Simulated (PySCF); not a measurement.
# Atomic charges against the basis set

C2H7FSi2.
Geometry (PBE0-D3(BJ)/def2-SVP, Å), atoms numbered from 1 in this order:
```xyz
12
C2H7FSi2 angstrom
F      1.333    0.141    2.141
Si     1.175   -0.123    0.540
C     -0.219   -1.339    0.173
Si    -1.212    0.134   -0.528
C      0.278    1.305   -0.301
H      2.532   -0.469    0.025
H      0.046   -2.105   -0.574
H     -0.656   -1.847    1.045
H     -2.380    0.504    0.327
H     -1.665   -0.037   -1.943
H      0.101    2.190    0.329
H      0.743    1.641   -1.242
```

PBE0 throughout (PySCF), one geometry, spherical d and f functions. Geometry: PBE0-D3(BJ)/def2-SVP; no solvent, vibrations or thermal averaging. Atoms taken as equivalent share a column and are averaged. The first 7 of 9 kinds of atom are listed.

Mulliken charges (e):

```json
{"basis": "STO-3G", "functions": "40", "F1": "-0.250", "Si2": "+0.742", "C3/C5": "-0.475", "Si4": "+0.578", "H6": "-0.134", "H7/H12": "+0.062", "H8/H11": "+0.065"}
{"basis": "6-31G", "functions": "67", "F1": "-0.452", "Si2": "+1.106", "C3/C5": "-0.998", "Si4": "+0.739", "H6": "-0.138", "H7/H12": "+0.230", "H8/H11": "+0.242"}
{"basis": "pcSseg-0", "functions": "67", "F1": "-0.478", "Si2": "+1.484", "C3/C5": "-1.493", "Si4": "+0.946", "H6": "-0.092", "H7/H12": "+0.299", "H8/H11": "+0.307"}
{"basis": "6-31G*", "functions": "92", "F1": "-0.402", "Si2": "+0.862", "C3/C5": "-0.809", "Si4": "+0.492", "H6": "-0.096", "H7/H12": "+0.219", "H8/H11": "+0.228"}
{"basis": "cc-pVDZ", "functions": "113", "F1": "-0.321", "Si2": "+0.628", "C3/C5": "-0.375", "Si4": "+0.303", "H6": "-0.084", "H7/H12": "+0.077", "H8/H11": "+0.080"}
{"basis": "def2-SVP", "functions": "113", "F1": "-0.349", "Si2": "+0.790", "C3/C5": "-0.560", "Si4": "+0.470", "H6": "-0.096", "H7/H12": "+0.106", "H8/H11": "+0.111"}
{"basis": "aug-cc-pVDZ", "functions": "186", "F1": "-0.678", "Si2": "+0.691", "C3/C5": "+0.327", "Si4": "-0.409", "H6": "+0.283", "H7/H12": "-0.321", "H8/H11": "-0.293"}
{"basis": "6-311+G(2d,p)", "functions": "193", "F1": "-0.496", "Si2": "+1.055", "C3/C5": "-0.796", "Si4": "+0.568", "H6": "-0.067", "H7/H12": "+0.166", "H8/H11": "+0.161"}
{"basis": "def2-TZVP", "functions": "209", "F1": "-0.335", "Si2": "+0.578", "C3/C5": "-0.495", "Si4": "+0.242", "H6": "-0.045", "H7/H12": "+0.146", "H8/H11": "+0.148"}
{"basis": "cc-pVTZ", "functions": "256", "F1": "-0.298", "Si2": "+0.548", "C3/C5": "-0.409", "Si4": "+0.259", "H6": "-0.062", "H7/H12": "+0.108", "H8/H11": "+0.109"}
{"basis": "IGLO-III", "functions": "263", "F1": "-0.507", "Si2": "+1.236", "C3/C5": "-0.875", "Si4": "+0.881", "H6": "-0.191", "H7/H12": "+0.176", "H8/H11": "+0.168"}
```

IAO charges (e):

```csv
basis,functions,F1,Si2,C3/C5,Si4,H6,H7/H12,H8/H11
STO-3G,40,-0.364,+0.996,-0.765,+0.745,-0.123,+0.127,+0.128
6-31G,67,-0.506,+1.090,-0.836,+0.628,-0.105,+0.177,+0.184
pcSseg-0,67,-0.491,+1.116,-0.865,+0.637,-0.112,+0.179,+0.184
6-31G*,92,-0.524,+1.208,-0.867,+0.738,-0.143,+0.167,+0.172
cc-pVDZ,113,-0.521,+1.192,-0.861,+0.731,-0.140,+0.168,+0.172
def2-SVP,113,-0.521,+1.207,-0.864,+0.750,-0.146,+0.165,+0.170
aug-cc-pVDZ,186,-0.535,+1.202,-0.870,+0.734,-0.138,+0.172,+0.176
"6-311+G(2d,p)",193,-0.539,+1.231,-0.890,+0.767,-0.146,+0.174,+0.178
def2-TZVP,209,-0.540,+1.245,-0.896,+0.776,-0.150,+0.173,+0.177
cc-pVTZ,256,-0.536,+1.232,-0.890,+0.762,-0.147,+0.173,+0.177
IGLO-III,263,-0.540,+1.242,-0.896,+0.776,-0.149,+0.174,+0.178
```

Which scheme is steadiest as the basis changes?

Largest range over the bases for any column: IAO 0.25 e, Mulliken 1.82 e. IAO charges move least and Mulliken charges most, counted in e. Without the minimal STO-3G basis the ranges are IAO 0.16, Mulliken 1.82 e.

How much do the charges still move between the two largest bases, cc-pVTZ and IGLO-III?

At most, over all atoms: Mulliken 0.688 e, IAO 0.014 e.

What do the same runs give for the total energy, the frontier levels and the dipole moment?

```
        basis  energy (Eh)  HOMO (eV)  LUMO (eV)  μ (D)
       STO-3G    -749.7901      -4.76       7.33   0.80
        6-31G    -758.7269      -8.00       0.51   2.16
     pcSseg-0    -757.7836      -8.28       0.40   1.86
       6-31G*    -758.8409      -7.80       0.46   1.49
      cc-pVDZ    -758.8745      -7.86       0.28   1.56
     def2-SVP    -758.5622      -7.94       0.27   1.53
  aug-cc-pVDZ    -758.8938      -7.94      -0.20   1.63
6-311+G(2d,p)    -758.9606      -8.00      -0.17   1.67
    def2-TZVP    -758.9828      -7.95       0.00   1.56
      cc-pVTZ    -758.9761      -7.94       0.07   1.51
     IGLO-III    -758.9876      -7.96      -0.01   1.57
```

The dipole is fixed by the density alone, so its range of 1.36 D shows that the density itself changes with the basis, not only its division among atoms.
